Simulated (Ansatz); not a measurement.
Isolated molecules relaxed with PBE0-D4/def2-TZVP in Ansatz; ΔE leaves out vibrations. CCSD(T)/CBS is the MP2 limit (def2-TZVPP, def2-QZVPP) plus CCSD(T) − MP2 in def2-TZVPP, frozen cores. Functionals use def2-TZVPP. For Ge outer-core shells are correlated without core-valence functions, which leaves a few kJ/mol of doubt a bond. Scalar relativity is left out up to krypton. One conformer a species, not always the lowest.

Reaction (substitution at a C–C bond): `CC#[C][GeH2][Cl]` + `[CH3][Al]([F])[SH]` → `C[S][Al]([CH3])[F]` + `C#[C][GeH2][Cl]`

```
       level  ΔE (kJ/mol)
    PBE-QIDH         57.2
HF/CBS(def2)         58.7
```

**Question.** What does CCSD(T)/CBS give? (An estimate is asked.)

**Answer.** The calculation gave: +49.1 kJ/mol. The listed levels differ from it by 8.1, 9.6 kJ/mol.

Largest T1 diagnostic among the species: 0.011.

At CCSD(T), def2-SVP lies +12.3 kJ/mol from the extrapolated value and def2-TZVPP +2.8 kJ/mol. The D4 term adds −4.0 kJ/mol with B3LYP and −2.1 kJ/mol with PBE0; it sums over pairs of atoms, weighted by their polarisabilities, and B3LYP, whose exchange is more repulsive, gets the larger term.

CCSD(T)/CBS has its own doubt, a few kJ/mol and more with outer-core shells, so smaller differences from it don't rank the levels.

B3LYP here is the variant with VWN-RPA as its local correlation; programs differ in this.
